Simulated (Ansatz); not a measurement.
Steps of a relaxation of C2H5NOSi (`C=C1O[SiH]1N`) with RKS PBE-D4/def2-SVP.

```sh
$ ansatz run in.yaml --threads 4 --pin off --events-out ev --progress --plain --max-ram 10444MiB
```

```yaml
crystal:
  periodic: [false, false, false]
  atoms:
    - {symbol: C, position_ang: [-1.323800, -1.355800, 0.851500]}
    - {symbol: C, position_ang: [-0.359700, -0.702000, 0.270800]}
    - {symbol: O, position_ang: [0.821200, -0.354500, 0.700300]}
    - {symbol: Si, position_ang: [0.633100, 0.102000, -0.921100]}
    - {symbol: N, position_ang: [0.672400, 1.769000, -0.861500]}
    - {symbol: H, position_ang: [-1.308200, -1.629200, 1.868900]}
    - {symbol: H, position_ang: [-2.267800, -1.495800, 0.305200]}
    - {symbol: H, position_ang: [1.698800, -0.501600, -1.696500]}
    - {symbol: H, position_ang: [-0.037400, 2.120100, -0.152200]}
    - {symbol: H, position_ang: [1.554500, 1.996800, -0.362600]}
basis:
  gaussian: {orbitals: def2-SVP}
hamiltonian: {xc: pbe, dispersion: d4}
relax: {f_tol: 0.03, max_steps: 200}
```

Positions (Å) and forces (eV/Å) along the path, 11 of 11 steps:

```xyz
10
step=1 energy=-13551.3019 eV
C    -1.324   -1.356    0.852   -2.806   -0.573   -0.899
C    -0.360   -0.702    0.271   -1.496   -0.834   -0.669
O     0.821   -0.354    0.700    3.117   -0.266    2.752
Si    0.633    0.102   -0.921    0.503   -0.127   -1.422
N     0.672    1.769   -0.862   -0.470    2.963    0.902
H    -1.308   -1.629    1.869    0.223   -0.502    1.762
H    -2.268   -1.496    0.305    0.012   -0.166   -0.002
H     1.699   -0.502   -1.696    0.365   -0.324   -0.757
H    -0.037    2.120   -0.152    0.528   -0.379   -1.145
H     1.554    1.997   -0.363    0.024    0.208   -0.521
10
step=2 energy=-13551.9794 eV
C    -1.401   -1.362    0.876   -0.511   -0.164   -0.257
C    -0.362   -0.720    0.331   -1.382   -0.783   -0.221
O     0.873   -0.447    0.793    1.450   -0.245    1.273
Si    0.697    0.119   -0.833    0.259    0.030   -0.469
N     0.698    1.829   -0.876    0.308    1.098    0.534
H    -1.364   -1.778    1.891    0.094    0.022    0.168
H    -2.310   -1.534    0.280    0.047    0.088    0.063
H     1.662   -0.529   -1.765   -0.093    0.070   -0.104
H    -0.014    2.218   -0.224    0.167   -0.190   -0.475
H     1.605    2.153   -0.471   -0.339    0.073   -0.511
10
step=3 energy=-13552.1808 eV
C    -1.422   -1.427    0.859   -0.113    0.233    0.060
C    -0.347   -0.787    0.365   -0.328   -0.164   -0.253
O     0.926   -0.565    0.878    0.213   -0.099    0.068
Si    0.761    0.123   -0.738   -0.097    0.054    0.100
N     0.704    1.856   -0.876    0.768   -0.037    0.333
H    -1.410   -1.839    1.887    0.026   -0.007   -0.185
H    -2.366   -1.461    0.282    0.286   -0.039    0.111
H     1.636   -0.509   -1.780   -0.078    0.130    0.175
H    -0.016    2.263   -0.269   -0.084    0.068   -0.012
H     1.615    2.295   -0.605   -0.592   -0.139   -0.396
10
step=4 energy=-13552.1946 eV
C    -1.465   -1.444    0.889   -0.046   -0.018   -0.107
C    -0.384   -0.847    0.369   -0.210   -0.091    0.208
O     0.901   -0.683    0.903    0.101   -0.080   -0.039
Si    0.740    0.098   -0.654    0.763    0.653   -0.488
N     0.761    1.812   -0.823   -0.484    0.555    0.476
H    -1.418   -1.929    1.877    0.015    0.011    0.015
H    -2.408   -1.467    0.329   -0.053   -0.011   -0.032
H     1.685   -0.326   -1.740   -0.143   -0.428    0.238
H     0.036    2.378   -0.359    0.069   -0.242   -0.037
H     1.634    2.357   -0.789   -0.012   -0.349   -0.234
10
step=5 energy=-13552.2680 eV
C    -1.466   -1.406    0.877    0.198   -0.190   -0.001
C    -0.366   -0.813    0.385   -0.054    0.001   -0.035
O     0.933   -0.678    0.915   -0.115    0.071   -0.100
Si    0.779    0.120   -0.648    0.155    0.206   -0.133
N     0.717    1.843   -0.821   -0.251    0.011    0.510
H    -1.428   -1.937    1.848   -0.038    0.125   -0.116
H    -2.386   -1.459    0.275    0.029    0.096    0.067
H     1.671   -0.460   -1.715   -0.162    0.095    0.236
H     0.038    2.354   -0.226    0.326   -0.295   -0.305
H     1.589    2.384   -0.885   -0.089   -0.120   -0.124
10
step=6 energy=-13552.2997 eV
C    -1.462   -1.448    0.850    0.029   -0.019    0.045
C    -0.375   -0.823    0.377   -0.141    0.033   -0.098
O     0.902   -0.655    0.942    0.148    0.000    0.045
Si    0.776    0.141   -0.613   -0.124   -0.189    0.097
N     0.720    1.840   -0.762    0.093   -0.133   -0.067
H    -1.435   -1.946    1.834   -0.017   -0.003   -0.001
H    -2.390   -1.474    0.264   -0.005    0.004   -0.020
H     1.670   -0.404   -1.664    0.086   -0.063   -0.066
H     0.118    2.387   -0.149    0.000    0.187    0.044
H     1.559    2.331   -1.075   -0.071    0.183    0.021
10
step=7 energy=-13552.3012 eV
C    -1.474   -1.458    0.843    0.027    0.048   -0.024
C    -0.390   -0.826    0.369    0.006   -0.119    0.033
O     0.895   -0.681    0.953    0.000    0.148   -0.033
Si    0.790    0.134   -0.590   -0.015   -0.002    0.036
N     0.732    1.840   -0.733    0.084   -0.033    0.046
H    -1.454   -1.948    1.831    0.011   -0.016   -0.027
H    -2.399   -1.492    0.250   -0.009    0.026    0.004
H     1.712   -0.408   -1.628   -0.052    0.019   -0.033
H     0.211    2.420   -0.072   -0.057   -0.019   -0.037
H     1.460    2.368   -1.220    0.006   -0.052    0.035
10
step=8 energy=-13552.3019 eV
C    -1.468   -1.453    0.852   -0.038   -0.117    0.013
C    -0.378   -0.832    0.387    0.053    0.233   -0.063
O     0.906   -0.663    0.960    0.029   -0.177    0.041
Si    0.785    0.133   -0.585   -0.066    0.108   -0.063
N     0.738    1.836   -0.737    0.059   -0.005   -0.018
H    -1.434   -2.011    1.800   -0.047    0.059    0.091
H    -2.404   -1.431    0.277    0.032   -0.064   -0.032
H     1.681   -0.412   -1.644    0.012   -0.011    0.011
H     0.134    2.429   -0.165   -0.016   -0.030    0.025
H     1.522    2.353   -1.141   -0.017    0.003   -0.006
10
step=9 energy=-13552.3063 eV
C    -1.464   -1.459    0.847   -0.068   -0.029    0.168
C    -0.377   -0.832    0.378    0.044    0.022   -0.080
O     0.909   -0.672    0.942   -0.028    0.007    0.065
Si    0.778    0.135   -0.601    0.003   -0.017   -0.050
N     0.738    1.839   -0.736   -0.098   -0.053    0.072
H    -1.450   -1.937    1.845   -0.005    0.003   -0.154
H    -2.388   -1.486    0.250    0.040    0.013    0.046
H     1.669   -0.409   -1.664    0.019   -0.007    0.002
H     0.136    2.416   -0.144    0.039   -0.023   -0.025
H     1.532    2.353   -1.115    0.056    0.085   -0.045
10
step=10 energy=-13552.3072 eV
C    -1.469   -1.453    0.850    0.002   -0.056    0.052
C    -0.382   -0.827    0.379    0.010    0.008   -0.010
O     0.903   -0.671    0.950   -0.006    0.008    0.011
Si    0.782    0.134   -0.595   -0.008   -0.002   -0.005
N     0.738    1.838   -0.732    0.350    0.086   -0.212
H    -1.447   -1.962    1.830   -0.010    0.035   -0.062
H    -2.394   -1.479    0.255    0.007    0.013    0.016
H     1.681   -0.410   -1.651   -0.001   -0.001   -0.005
H     0.153    2.417   -0.131   -0.075    0.072    0.068
H     1.517    2.362   -1.153   -0.269   -0.162    0.147
10
step=11 energy=-13552.3091 eV
C    -1.467   -1.454    0.849   -0.005    0.009   -0.019
C    -0.380   -0.828    0.377    0.022    0.010    0.010
O     0.904   -0.670    0.951   -0.009    0.001   -0.022
Si    0.785    0.133   -0.596   -0.002    0.000    0.019
N     0.745    1.837   -0.725    0.007   -0.029   -0.013
H    -1.448   -1.958    1.828   -0.003   -0.011    0.018
H    -2.392   -1.472    0.256   -0.008   -0.003    0.002
H     1.680   -0.416   -1.654    0.001    0.011    0.001
H     0.147    2.413   -0.132   -0.005    0.002    0.004
H     1.508    2.364   -1.151    0.004    0.011   -0.001
```

Run time 10 s (4 threads of an Arm Neoverse V2 on a shared host); peak host memory 0.15 GiB.
